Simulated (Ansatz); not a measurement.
C2H10GaN3, SMILES `C[N](C)[Ga]([NH2])[NH2]`, 16 atoms. Total charge 0; spin multiplicity 1. Correlated methods include outer-core shells of Ga, which these sets cover unevenly. Scalar relativity is left out up to krypton. All runs use 2 threads of an AMD EPYC 7R13 on a shared host and a share of an NVIDIA H100 80 GB. Correlated methods freeze the cores. Open-shell runs search over several starts.

Problem. How many basis functions does each run have, and how long does it take in Ansatz? UKS r2SCAN-D4/def2-TZVPP energy of the cation; UKS ωB97M-V/def2-TZVPP energy of the cation; RKS SPW92 (LDA)/def2-TZVPP energy; RKS B97M-V/def2-TZVPP energy; RKS PBE0-D4/def2-TZVP relaxation (14 steps); RKS ωB97M-V/def2-QZVPP energy; UHF-CCSD(T)/def2-TZVPP energy of the cation; RKS PBE0-D4/def2-SVP energy; UKS B2PLYP (frozen core)/def2-TZVPP energy of the cation; RKS r2SCAN-D4/def2-TZVPP energy and forces; UKS PBE0-D4/def2-TZVPP energy of the cation; RKS PBE0-D4/def2-QZVPP energy. (Best estimate.)

Solution. The calculation gave: Other jobs shared the machine, so times are rough.

```json
{"level": "RKS SPW92 (LDA)/def2-TZVPP", "job": "energy", "functions": "343", "wall time": "12 s", "peak host memory (GiB)": "0.85"}
{"level": "RKS B97M-V/def2-TZVPP", "job": "energy", "functions": "343", "wall time": "17 s", "peak host memory (GiB)": "0.94"}
{"level": "RKS PBE0-D4/def2-SVP", "job": "energy", "functions": "152", "wall time": "18 s", "peak host memory (GiB)": "0.82"}
{"level": "UKS PBE0-D4/def2-TZVPP", "job": "energy of the cation", "functions": "343", "wall time": "18 s", "peak host memory (GiB)": "0.95"}
{"level": "RKS PBE0-D4/def2-QZVPP", "job": "energy", "functions": "674", "wall time": "19 s", "peak host memory (GiB)": "1.2"}
{"level": "RKS r2SCAN-D4/def2-TZVPP", "job": "energy and forces", "functions": "343", "wall time": "19 s", "peak host memory (GiB)": "0.89"}
{"level": "UKS B2PLYP (frozen core)/def2-TZVPP", "job": "energy of the cation", "functions": "343", "wall time": "20 s", "peak host memory (GiB)": "1.6"}
{"level": "UKS r2SCAN-D4/def2-TZVPP", "job": "energy of the cation", "functions": "343", "wall time": "20 s", "peak host memory (GiB)": "1"}
{"level": "RKS ωB97M-V/def2-QZVPP", "job": "energy", "functions": "674", "wall time": "20 s", "peak host memory (GiB)": "1.3"}
{"level": "UKS ωB97M-V/def2-TZVPP", "job": "energy of the cation", "functions": "343", "wall time": "24 s", "peak host memory (GiB)": "1.2"}
{"level": "RKS PBE0-D4/def2-TZVP", "job": "relaxation (14 steps)", "functions": "263", "wall time": "40 s", "peak host memory (GiB)": "0.93"}
{"level": "UHF-CCSD(T)/def2-TZVPP", "job": "energy of the cation", "functions": "343", "wall time": "2.5 min", "peak host memory (GiB)": "1.5"}
```
